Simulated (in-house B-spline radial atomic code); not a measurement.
**RPA and G0W0 on PBE: Nb²³⁺**

Configuration [Ne] 3s2 3p6, mean-field start PBE. Computed with a B-spline radial code for spherical atoms: all electrons, non-relativistic, point nucleus, each spin shell either full or empty, empty states to l = 9 with an (l + 1/2)⁻⁴ tail; G0W0 by contour deformation at full frequency.

Without relativity these are model numbers: it shifts the levels of so heavy an element strongly and can reorder them.

Command:
```bash
python run_gw.py task.json out
```
Settings (radii: box in bohr, nucleus in fm):
```
Z                        41
electrons                18
configuration            [Ne] 3s2 3p6
hamiltonian              nr
method                   pbe,pbe
lmax                     9
spin_polarised           False
box_radius               3.69
intervals                47
```

Cost of the run: 1 s on 1 thread of Intel(R) Xeon(R) Platinum 8375C CPU @ 2.90GHz (Ice Lake), on a shared host.

Energies (hartree):

```json
{"term": "mean-field total", "value": "-3428.87754"}
{"term": "Hartree-Fock functional on these orbitals", "value": "-3428.37805"}
{"term": "direct second order", "value": "-1.6959"}
{"term": "second-order exchange", "value": "0.55267"}
{"term": "SOSEX correction", "value": "0.50806"}
```

**Question.** What is the RPA correlation energy, and what remains with SOSEX?

**Answer.** RPA gives -1.4965 hartree (-2.26 eV per electron); RPA + SOSEX gives -0.98844, and the second-order doubles -1.1432 hartree (no singles). RPA lacks exchange-type terms and so overcorrelates at short range.

Quasi-particle levels (eV):

```csv
level,occupied,mean field,Σx - vxc,Σc,QP weight,G0W0
3p,yes,-1147.04,-27.38,?,?,?
2p,yes,-3293.63,-89.94,10.38,0.967,-3373.19
2s,yes,-3491.97,-108.01,9.01,0.960,-3590.97
3d,no,-1032.03,34.33,-3.52,0.987,-1001.21
```

G0W0 = mean field + (Σx - vxc) + Σc, with Σc (partial-wave tail included) taken at the quasi-particle energy. Only the outer levels were computed. Levels of low weight are left out.

**Question.** Where does G0W0 put 3p?

**Answer.** At -1175.07 eV, with Σc = -0.65 eV and a quasi-particle weight of 0.974. The tabulated removal energy is 1176 ± 4 eV (NIST, semi-empirical); the calculation leaves out relativity, Breit and QED terms, and what these don't explain is the method's own error.
